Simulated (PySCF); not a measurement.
Compound: C4H12N2OSi2.
Cartesian coordinates in Å at the GFN2-xTB level; atoms count from 1:
```
atom  x, y, z in Å
C1    -1.872   -2.375    0.200
C2    -0.677   -2.000   -0.227
Si3   -0.267   -0.235   -0.768
Si4   -1.708    1.306    0.172
N5    -0.876    2.786    0.435
N6     1.423   -0.044   -0.205
C7     2.166   -0.950    0.627
C8     1.937    1.093   -0.645
O9     1.289    1.858   -1.337
H10   -2.106   -3.394    0.471
H11   -2.680   -1.667    0.298
H12    0.087   -2.764   -0.309
H13   -0.124   -0.316   -2.232
H14   -2.203    0.932    1.509
H15   -2.911    1.402   -0.680
H16   -0.161    3.034   -0.232
H17   -1.379    3.606    0.735
H18    1.544   -1.276    1.460
H19    3.057   -0.458    1.018
H20    2.475   -1.829    0.057
H21    2.977    1.309   -0.346
```

Computed at PBE0/pcSseg-1 (PySCF, non-relativistic), with Q(14N) = 0.02044 b, Q(17O) = −0.0256 b: N5, 14N (I = 1): χzz = -4.386 MHz, η = 0.250; N6, 14N (I = 1): χzz = -3.088 MHz, η = 0.679; O9, 17O (I = 5/2): χzz = 8.511 MHz, η = 0.153.

Q: Where would the pure quadrupole (NQR) lines of 14N at N5 fall for the rigid, isolated species?

A: From ν± = (3/4)|χ|(1 ± η/3) and ν0 = |χ|η/2: ν+ 3.564 MHz, ν− 3.016 MHz, ν0 0.548 MHz (silicon-bound nitrogen).

Q: Find the zero-field quadrupole resonance frequencies of 14N at N6.

A: From ν± = (3/4)|χ|(1 ± η/3) and ν0 = |χ|η/2: ν+ 2.840 MHz, ν− 1.792 MHz, ν0 1.048 MHz (amide nitrogen).

Q: Find the zero-field quadrupole resonance frequencies of 17O at O9.

A: From the eigenvalues of H = χ/[4I(2I − 1)] × [3Iz² − I(I + 1) + η(Ix² − Iy²)], steps between neighbouring levels, labelled as for η = 0: ±1/2↔±3/2 1.309 MHz, ±3/2↔±5/2 2.541 MHz (amide oxygen).

In a crystal, neighbours and librations shift these lines. GFN2-xTB bond lengths can be off by several hundredths of an ångström, more for odd bonds, and the gradients follow them. The basis is small and wasn't made for field gradients, so the couplings can be 20 % off.

One conformer stands for the species.
